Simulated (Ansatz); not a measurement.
Consider the substitution at a C–C bond: `CC(O)(F)[SeH]` + `C[SiH](O)O` → `CO[SiH](C)O` + `OC(F)[SeH]`.

Program: Ansatz. Geometries: PBE0-D4/def2-TZVP. ΔE: electronic, gas phase. CCSD(T)/CBS is the MP2 limit (def2-TZVPP, def2-QZVPP) plus CCSD(T) − MP2 in def2-TZVPP, frozen cores. DFT in def2-TZVPP. B3LYP here is the variant with VWN-RPA as its local correlation; programs differ in this. For Se outer-core shells are correlated without core-valence functions, which leaves a few kJ/mol of doubt a bond. Scalar relativity is left out up to krypton. Each species was taken in one conformer, which may not be the lowest.

`CC(O)(F)[SeH]`:

```xyz
10

C    -0.944   -0.397    0.597
C     0.339   -0.122   -0.132
O     1.387   -0.615    0.590
F     0.293   -0.733   -1.367
Se    0.658    1.823   -0.463
H    -0.933    0.097    1.567
H    -1.789   -0.030    0.017
H    -1.039   -1.476    0.739
H     2.206   -0.413    0.121
H    -0.177    1.865   -1.668
```

`C[SiH](O)O`:

Cartesian coordinates in Å:
```
C -0.635 1.027 0.618
Si 0.319 -0.474 0.100
O -0.758 -1.408 -0.725
O 1.643 -0.106 -0.807
H -1.052 1.545 -0.250
H -1.467 0.747 1.268
H 0.005 1.726 1.161
H 0.893 -1.220 1.246
H -0.456 -2.268 -1.021
H 1.509 0.432 -1.589
```

`CO[SiH](C)O`:

Cartesian coordinates in Å:
```
C -1.589 1.023 -1.028
O -0.663 -0.015 -0.825
Si 0.491 0.015 0.339
C 1.468 -1.539 0.158
O -0.150 0.045 1.857
H -2.097 0.855 -1.980
H -2.343 1.043 -0.233
H -1.098 2.004 -1.069
H 1.293 1.263 0.162
H 0.833 -2.407 0.350
H 1.871 -1.628 -0.853
H 2.298 -1.560 0.867
H -0.315 0.900 2.255
```

`OC(F)[SeH]`:

Z-matrix (Å, degrees):
```
C
F 1 1.369
Se 1 1.981 2 108.5
O 1 1.357 2 111.5 3 -121.6
H 1 1.089 2 108.0 3 119.7
H 3 1.467 1 94.0 2 34.6
H 4 0.965 1 108.9 2 66.8
```

CCSD(T)/CBS gives +20.3 kcal/mol.

Task: Another level gave +18.5 kcal/mol. Which?
A. ωB97X-V/def2-TZVPP
B. r2SCAN-D4/def2-TZVPP
C. HF/def2-TZVPP
D. B3LYP-D4/def2-TZVPP

Result: A. ωB97X-V 18.5, HF/def2-TZVPP 16.2, B3LYP-D4 17.4, r2SCAN-D4 19.5 kcal/mol.

Largest T1 diagnostic among the species: 0.011.

In def2-TZVPP, CCSD(T) changes the Hartree–Fock value by +3.3 kcal/mol (the triples alone add +0.4 kcal/mol) and MP2 by +5.0 kcal/mol.
